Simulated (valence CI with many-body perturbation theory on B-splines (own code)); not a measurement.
## Sm28+: what each term of the Hamiltonian does

Calculated by valence CI with perturbative core correlation (CI+MBPT): six valence electrons over a frozen Dirac-Fock core [Ar] 3d10, a basis of 9 s, 9 p, 8 d, 6 f, 3 g, 1 h functions for each j, with the one-electron correlation potential Σ1, the two-electron term Σ2, the three-electron term Σ3, Breit, model QED; selected CI, second order for the rest, scaled by the run's own slope (own B-spline code, finite nucleus).

The last digits are not significant, and no measured levels were compared; by estimate large intervals hold to a few tenths of a per cent, small ones and those within an open d or f shell to about a per cent. Among the levels kept, up to 640 cm⁻¹ of a level comes from second order outside the variational space, and about a tenth of that is noise between levels of different J, which matters for small intervals.

Each rung adds one term. CI alone is the Dirac-Coulomb CI over the frozen core; QED comes last and gives the full result, which names the levels. Energies are above (4s^2 4p1/2^2 4p3/2^2) J=2 on the same rung, in eV.

Levels are named by their leading jj configuration (3d3/2^4 stands for four electrons in 3d with j = 3/2), which in mixed levels can hold well under half, so a name can repeat and another be missing. Letters in brackets count levels of one name in rising energy.

```tsv
Level	CI alone
(4s^2 4p1/2^2 4p3/2^2) J=0	6.60
(4s^2 4p1/2 4p3/2^3) J=1	34.10
(4s^2 4p1/2 4p3/2^3) J=2	37.72
(4s^2 4p3/2^4) J=0	74.70
(4s 4p1/2^2 4p3/2^3) J=2	102.34
(4s^2 4p1/2^2 4p3/2 4d3/2) J=1 [a]	107.70
(4s^2 4p1/2^2 4p3/2 4d3/2) J=2	111.93
(4s^2 4p1/2^2 4p3/2 4d3/2) J=0	113.28
(4s^2 4p1/2^2 4p3/2 4d3/2) J=3	113.73
(4s^2 4p1/2^2 4p3/2 4d3/2) J=1 [b]	119.54
(4s^2 4p1/2^2 4p3/2 4d5/2) J=4	120.06
(4s^2 4p1/2^2 4p3/2 4d5/2) J=2	125.09
(4s^2 4p1/2^2 4p3/2 4d5/2) J=3	129.45
(4s^2 4p1/2^2 4p3/2 4d5/2) J=1	133.70
(4s 4p1/2 4p3/2^4) J=0	135.85
(4s^2 4p1/2 4p3/2^2 4d3/2) J=1 [a]	140.11
```

(1) What do these energies become with core correlation, Breit and QED?

(2) How does the ionisation energy move along the ladder, and which term matters most?

## Answers

(1) (4s^2 4p1/2^2 4p3/2^2) J=0 6.49 (-0.111); (4s^2 4p1/2 4p3/2^3) J=1 34.04 (-0.059); (4s^2 4p1/2 4p3/2^3) J=2 37.56 (-0.154); (4s^2 4p3/2^4) J=0 74.44 (-0.261); (4s 4p1/2^2 4p3/2^3) J=2 102.11 (-0.225); (4s^2 4p1/2^2 4p3/2 4d3/2) J=1 [a] 107.35 (-0.350); (4s^2 4p1/2^2 4p3/2 4d3/2) J=2 111.47 (-0.459); (4s^2 4p1/2^2 4p3/2 4d3/2) J=0 112.82 (-0.452); (4s^2 4p1/2^2 4p3/2 4d3/2) J=3 113.23 (-0.497); (4s^2 4p1/2^2 4p3/2 4d3/2) J=1 [b] 118.80 (-0.745); (4s^2 4p1/2^2 4p3/2 4d5/2) J=4 119.44 (-0.613); (4s^2 4p1/2^2 4p3/2 4d5/2) J=2 124.27 (-0.820); (4s^2 4p1/2^2 4p3/2 4d5/2) J=3 128.52 (-0.924); (4s^2 4p1/2^2 4p3/2 4d5/2) J=1 132.75 (-0.951); (4s 4p1/2 4p3/2^4) J=0 135.62 (-0.238); (4s^2 4p1/2 4p3/2^2 4d3/2) J=1 [a] 139.70 (-0.419).

(2) CI alone 1061.5, + Σ1 1062.9, + Σ2 1063.1, + Σ3 1062.7, + Breit 1062.1, + QED 1062.1 eV. The largest step is Σ1, 1.4 eV. NIST lists 1060 ± 4 eV (theoretical).
